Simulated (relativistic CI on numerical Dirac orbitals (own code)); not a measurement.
Computed by Dirac-Coulomb-Breit CI, separate exchange-only KLI orbitals for each configuration, QED by a radiative potential, unscaled Slater integrals (own radial code, finite nucleus).

Configurations in the expansion (outside the closed core 1s2): 2s²2p⁶, 2s²2p⁵3s, 2s²2p⁵3p, 2s²2p⁵3d, 2s2p⁶3s, 2s2p⁶3p, 2s2p⁶3d, 2s²2p⁵4s, 2s²2p⁵4p, 2s²2p⁵4d, 2s²2p⁵4f, 2s2p⁶4s, 2s²2p⁴3s², 2s2p⁶4p, 2s2p⁶4d, 2s²2p⁴3s3p, 2s2p⁶4f, 2s²2p⁵5s, 2s²2p⁵5p, 2s²2p⁵5d, 2s²2p⁵5f, 2s²2p⁵5g, 2s²2p⁴3s3d, 2s²2p⁴3p², 2s²2p⁴3p3d, 2s2p⁵3s², 2s²2p⁴3d², 2s2p⁵3s3p, 2s2p⁵3s3d, 2s2p⁵3p², 2s2p⁶5s, 2s2p⁶5p, 2s2p⁶5d, 2s2p⁵3p3d, 2s2p⁶5f, 2s2p⁶5g. Levels of other configurations are missing.

At this charge energies of transitions that change n are usually good to better than 1 %, and those within a shell (Δn = 0) to a few per cent.

Outline of the computed level scheme of Sm LIII. Lowest level of each configuration: 2s²2p⁶ ¹S0 at 0.00 eV; 2s²2p⁵3s ³P°2 at 5697.47 eV; 2s²2p⁵3p ³P1 at 5810.95 eV; 2s²2p⁵3d ³P°0 at 6104.40 eV; 2s2p⁶3s ³S1 at 6695.43 eV; 2s2p⁶3p ³P°0 at 6808.05 eV; 2s2p⁶3d ³D1 at 7107.18 eV; 2s²2p⁵4s ³P°2 at 7875.72 eV; 2s²2p⁵4p ³P1 at 7922.78 eV.

Some strong electric-dipole decays among the lowest 45 levels: 2s²2p⁵3d ¹P°1 → 2s²2p⁶ ¹S0 (1.3e+15 s⁻¹); 2s²2p⁵3d ³D°1 → 2s²2p⁶ ¹S0 (9.3e+14 s⁻¹); 2s2p⁶3p ¹P°1 → 2s²2p⁶ ¹S0 (2.1e+14 s⁻¹); 2s²2p⁵3s ¹P°1 → 2s²2p⁶ ¹S0 (6.7e+13 s⁻¹); 2s2p⁶3p ³P°1 → 2s²2p⁶ ¹S0 (4.1e+13 s⁻¹); 2s²2p⁵4p ³P1 → 2s²2p⁵3s ³P°2 (2.4e+13 s⁻¹); 2s²2p⁵4s ¹P°1 → 2s²2p⁶ ¹S0 (2.3e+13 s⁻¹); 2s²2p⁵4p ³D3 → 2s²2p⁵3s ³P°2 (2.0e+13 s⁻¹).

LS names give the leading component of a level, which can be under half, so a name can repeat, a term be missing and a line seem to break the LS rules.
